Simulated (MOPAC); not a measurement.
MOPAC input (PM6):

```
PM6 1SCF GEO-OK AUX(PRECISION=9) THREADS=1
C6H7N

C    -2.31833500 1    0.59078600 1    0.05953600 1
C    -0.86022900 1    0.23165000 1    0.02338800 1
C     0.13772600 1    1.19887000 1    0.12517900 1
C     1.46850600 1    0.81439300 1    0.08627300 1
C     1.76756200 1   -0.53622900 1   -0.05434100 1
N     0.83270600 1   -1.47844700 1   -0.15346700 1
C    -0.44164800 1   -1.09116700 1   -0.11421800 1
H    -2.57769200 1    1.27178600 1   -0.75425800 1
H    -2.57927000 1    1.08922700 1    0.99588900 1
H    -2.94421700 1   -0.29667800 1   -0.03360000 1
H    -0.12818800 1    2.24409400 1    0.23396700 1
H     2.26335000 1    1.54459000 1    0.16315700 1
H     2.79825700 1   -0.87266800 1   -0.08850700 1
H    -1.18267800 1   -1.88103500 1   -0.19727800 1
```

Output:

```
 *******************************************************************************
 **                                                                           **
 **                              MOPAC v23.2.5                                **
 **                                                                           **
 *******************************************************************************
 ** MOPAC's Digital Object Identifier: https://doi.org/10.5281/zenodo.6511958 **
 **                                                                           **
 ** Please cite the open-source release paper for use of this MOPAC version:  **
 ** J. E. Moussa and J. J. P. Stewart (2026)                                  **
 ** MOPAC: An open-source semiempirical molecular orbital program             **
 ** J. Open Source Softw., 11(119), 8025, https://doi.org/10.21105/joss.08025 **
 *******************************************************************************

                              PM6 CALCULATION RESULTS

 *******************************************************************************
 *  PM6        - The PM6 Hamiltonian to be used
 *  GEO-OK     - OVERRIDE INTERATOMIC DISTANCE AND OTHER SAFETY CHECKS
 *  1SCF       - DO 1 SCF AND THEN STOP
 *  AUX        - OUTPUT AUXILIARY INFORMATION
 *******************************************************************************
PM6 1SCF GEO-OK AUX(PRECISION=9) THREADS=1
 C6H7N

   ATOM   CHEMICAL          X               Y               Z
  NUMBER   SYMBOL      (ANGSTROMS)     (ANGSTROMS)     (ANGSTROMS)

     1       C         -2.31833500  *   0.59078600  *   0.05953600  *
     2       C         -0.86022900  *   0.23165000  *   0.02338800  *
     3       C          0.13772600  *   1.19887000  *   0.12517900  *
     4       C          1.46850600  *   0.81439300  *   0.08627300  *
     5       C          1.76756200  *  -0.53622900  *  -0.05434100  *
     6       N          0.83270600  *  -1.47844700  *  -0.15346700  *
     7       C         -0.44164800  *  -1.09116700  *  -0.11421800  *
     8       H         -2.57769200  *   1.27178600  *  -0.75425800  *
     9       H         -2.57927000  *   1.08922700  *   0.99588900  *
    10       H         -2.94421700  *  -0.29667800  *  -0.03360000  *
    11       H         -0.12818800  *   2.24409400  *   0.23396700  *
    12       H          2.26335000  *   1.54459000  *   0.16315700  *
    13       H          2.79825700  *  -0.87266800  *  -0.08850700  *
    14       H         -1.18267800  *  -1.88103500  *  -0.19727800  *

          CARTESIAN COORDINATES

    NO.       ATOM           X           Y           Z

     1         C         -2.3183      0.5908      0.0595
     2         C         -0.8602      0.2316      0.0234
     3         C          0.1377      1.1989      0.1252
     4         C          1.4685      0.8144      0.0863
     5         C          1.7676     -0.5362     -0.0543
     6         N          0.8327     -1.4784     -0.1535
     7         C         -0.4416     -1.0912     -0.1142
     8         H         -2.5777      1.2718     -0.7543
     9         H         -2.5793      1.0892      0.9959
    10         H         -2.9442     -0.2967     -0.0336
    11         H         -0.1282      2.2441      0.2340
    12         H          2.2633      1.5446      0.1632
    13         H          2.7983     -0.8727     -0.0885
    14         H         -1.1827     -1.8810     -0.1973

 General Reference for PM6:
 "Optimization of Parameters for Semiempirical Methods V: Modification of NDDO Approximations
 and Application to 70 Elements", J. J. P. Stewart, J. Mol. Mod., 13, 1173-1213 (2007)
 URL: https://link.springer.com/article/10.1007/s00894-007-0233-4

           Empirical Formula: C6 H7 N  =    14 atoms

      MOLECULAR POINT GROUP   :   Cs

      RHF CALCULATION, NO. OF DOUBLY OCCUPIED LEVELS = 18

 -------------------------------------------------------------------------------
 PM6 1SCF GEO-OK AUX(PRECISION=9) THREADS=1
 C6H7N

     1SCF WAS SPECIFIED, SO BFGS WAS NOT USED
     SCF FIELD WAS ACHIEVED

                              PM6 CALCULATION
                                                       MOPAC v23.2.5 Linux

          FINAL HEAT OF FORMATION =         26.44994 KCAL/MOL =     110.66655 KJ/MOL

          COSMO AREA              =        134.04 SQUARE ANGSTROMS
          COSMO VOLUME            =        124.63 CUBIC ANGSTROMS

          IONIZATION POTENTIAL    =          9.822624 EV
          HOMO LUMO ENERGIES (EV) =         -9.823 -0.011
          NO. OF FILLED LEVELS    =         18
          MOLECULAR WEIGHT        =         93.1280         POINT GROUP:  Cs

          MOLECULAR DIMENSIONS (Angstroms)

            Atom       Atom       Distance
            H    13    H     9     5.82604
            H    14    H    12     4.46072
            H     9    H     8     1.73554

          SCF CALCULATIONS        =          1

   ATOM   CHEMICAL          X               Y               Z
  NUMBER   SYMBOL      (ANGSTROMS)     (ANGSTROMS)     (ANGSTROMS)

     1       C         -2.31833500  *   0.59078600  *   0.05953600  *
     2       C         -0.86022900  *   0.23165000  *   0.02338800  *
     3       C          0.13772600  *   1.19887000  *   0.12517900  *
     4       C          1.46850600  *   0.81439300  *   0.08627300  *
     5       C          1.76756200  *  -0.53622900  *  -0.05434100  *
     6       N          0.83270600  *  -1.47844700  *  -0.15346700  *
     7       C         -0.44164800  *  -1.09116700  *  -0.11421800  *
     8       H         -2.57769200  *   1.27178600  *  -0.75425800  *
     9       H         -2.57927000  *   1.08922700  *   0.99588900  *
    10       H         -2.94421700  *  -0.29667800  *  -0.03360000  *
    11       H         -0.12818800  *   2.24409400  *   0.23396700  *
    12       H          2.26335000  *   1.54459000  *   0.16315700  *
    13       H          2.79825700  *  -0.87266800  *  -0.08850700  *
    14       H         -1.18267800  *  -1.88103500  *  -0.19727800  *

                             CARTESIAN COORDINATES

   1    C       -2.318335000     0.590786000     0.059536000
   2    C       -0.860229000     0.231650000     0.023388000
   3    C        0.137726000     1.198870000     0.125179000
   4    C        1.468506000     0.814393000     0.086273000
   5    C        1.767562000    -0.536229000    -0.054341000
   6    N        0.832706000    -1.478447000    -0.153467000
   7    C       -0.441648000    -1.091167000    -0.114218000
   8    H       -2.577692000     1.271786000    -0.754258000
   9    H       -2.579270000     1.089227000     0.995889000
  10    H       -2.944217000    -0.296678000    -0.033600000
  11    H       -0.128188000     2.244094000     0.233967000
  12    H        2.263350000     1.544590000     0.163157000
  13    H        2.798257000    -0.872668000    -0.088507000
  14    H       -1.182678000    -1.881035000    -0.197278000

           Empirical Formula: C6 H7 N  =    14 atoms

      MOLECULAR POINT GROUP   :   Cs

                  EIGENVALUES
 -32.56395 -28.36610 -27.18923 -24.87594 -22.36686 -21.44646 -17.65284 -16.75805
 -15.78960 -15.14054 -14.29789 -13.91713 -13.84978 -13.65209 -12.56163 -10.71944
 -10.02154  -9.82262  -0.01059   0.11029   2.54924   3.41100   3.86346   4.27033
   4.48968   4.62217   5.10320   5.33077   5.39152   5.46753   5.66825   5.81960
   5.90825   6.36232   6.47259

              NET ATOMIC CHARGES AND DIPOLE CONTRIBUTIONS

  ATOM NO.   TYPE          CHARGE      No. of ELECS.   s-Pop       p-Pop
    1          C          -0.475198        4.4752     1.07846     3.39673
    2          C           0.011267        3.9887     1.09185     2.89689
    3          C          -0.137613        4.1376     1.10521     3.03240
    4          C          -0.214467        4.2145     1.10877     3.10570
    5          C          -0.015756        4.0158     1.10298     2.91277
    6          N          -0.260805        5.2608     1.69026     3.57055
    7          C          -0.052814        4.0528     1.10752     2.94529
    8          H           0.167278        0.8327     0.83272
    9          H           0.167278        0.8327     0.83272
   10          H           0.163292        0.8367     0.83671
   11          H           0.154460        0.8455     0.84554
   12          H           0.161156        0.8388     0.83884
   13          H           0.164374        0.8356     0.83563
   14          H           0.167547        0.8325     0.83245
 DIPOLE           X         Y         Z       TOTAL
 POINT-CHG.    -0.962     1.524     0.158     1.809
 HYBRID        -0.280     0.939     0.098     0.985
 SUM           -1.242     2.464     0.256     2.771

          ATOMIC ORBITAL ELECTRON POPULATIONS

     Atom    s        px        py        pz
    1  C   1.07846   1.03606   1.17844   1.18223
    2  C   1.09185   0.94761   0.97302   0.97625
    3  C   1.10521   0.98075   1.07115   0.98050
    4  C   1.10877   1.03521   1.04138   1.02911
    5  C   1.10298   1.03610   0.92816   0.94852
    6  N   1.69026   1.05881   1.38926   1.12247
    7  C   1.10752   0.96963   1.00996   0.96571
    8  H   0.83272
    9  H   0.83272
   10  H   0.83671
   11  H   0.84554
   12  H   0.83884
   13  H   0.83563
   14  H   0.83245

 **********************
 *                    *
 * JOB ENDED NORMALLY *
 *                    *
 **********************

 == MOPAC DONE ==
```

The geometry given is a B3LYP-D3(BJ)/def2-TZVP minimum.
